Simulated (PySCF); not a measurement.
# Electronic structure of Be(3+) (beryllium, charge +3) at the UHF level

Configuration: 1s1, 2S determinant. Computed with PySCF 2.14 in an uncontracted even-tempered set (17 s from 0.49 bohr⁻², ratio 2.2; 7 p from 0.82 bohr⁻², ratio 2.4; 4 d from 2.5 bohr⁻², ratio 2.4; 3 f from 3.7 bohr⁻², ratio 2.4; 3 g from 5.5 bohr⁻², ratio 2.4), with the spin-free X2C one-electron Hamiltonian (Gaussian nucleus).

| Item | Value |
| --- | --- |
| Total energy | -8.001703 hartree |
| One-electron energy | -8.0017 hartree |
| Hartree (Coulomb) energy | 1.2506 hartree |
| Exchange energy | -1.2506 hartree |
| ⟨S²⟩ | 0.7500 |
| ⟨L²⟩ | 0.000 |
| Sum of ⟨r⟩ | 0.3748 bohr |
| Sum of ⟨r²⟩ | 0.1874 bohr² |
| Langevin diamagnetic susceptibility | -0.148 ×10⁻⁶ cm³/mol |

```
shell  electrons  mean orbital energy (hartree)  rms radius, mean of both spins (bohr)
 1s α          1                       -8.00170                                  0.433
```
